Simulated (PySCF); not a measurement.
## RhOF: from structure and modes to constants

Computed with UPBE0/[Rh def2-TZVP with ECP28, O def2-TZVP, F def2-TZVP], scalar-relativistic core potentials, density fitting, no spin–orbit coupling, PySCF.

The triplet minimum has Cs symmetry. Masses (u): Rh 102.90550, O 15.99492, F 18.99840.

```xyz
3
charge 0 multiplicity 3, angstrom
Rh   -0.0576    0.0000   -0.1362
O    -1.6448    0.0000    0.3204
F     1.6966    0.0000    0.4792
```

Harmonic wavenumbers (cm⁻¹): 142.4 (a', ×1), 611.0 (a', ×1), 1001.7 (a', ×1).

(1) Find the principal moments of inertia and the rotational constants. What kind of rotor is it?

(2) What is the harmonic zero-point energy?

(3) Find the vibrational entropy and heat capacity at 298.15 K.

(4) Give the standard entropy (298.15 K, 1 bar) by its translational, rotational, vibrational and spin parts, and Cp.

Results:

(1) About the centre of mass I = 7.2408, 98.97, 106.21 u Å². With B = 16.8576/I this gives 2.328, 0.1703, 0.1587 cm⁻¹. The molecule is an asymmetric top with κ = -0.99.

(2) Half the sum of all 3 wavenumbers, 1755/2 = 878 cm⁻¹, which is 10.5 kJ/mol (1 cm⁻¹ = 0.0119627 kJ/mol).

(3) With u = 1.43878 ω/T, each mode gives S = R[u/(eᵘ−1) − ln(1−e⁻ᵘ)] and C = R u² eᵘ/(eᵘ−1)².
```csv
ω (cm⁻¹),u,S (J/(mol K)),C (J/(mol K))
142.4,0.687,11.60,7.99
611.0,2.949,1.80,4.22
1001.7,4.834,0.39,1.57
```
The sums over all modes are S = 13.8 and C = 13.8 J/(mol K); the softest mode gives 84 % of the entropy.

(4) Sackur–Tetrode with M = 137.90 u gives 170.3; rotation with symmetry number 1 gives 95.2; vibration 13.8; spin R ln 3 = 9.1. The total is 288.5 J/(mol K), and Cp = 4 R + 13.8 = 47.0 J/(mol K).

Other isomers or separated fragments may lie lower. Open d and f shells are described by one determinant, and the ground state may have another occupation or spin.
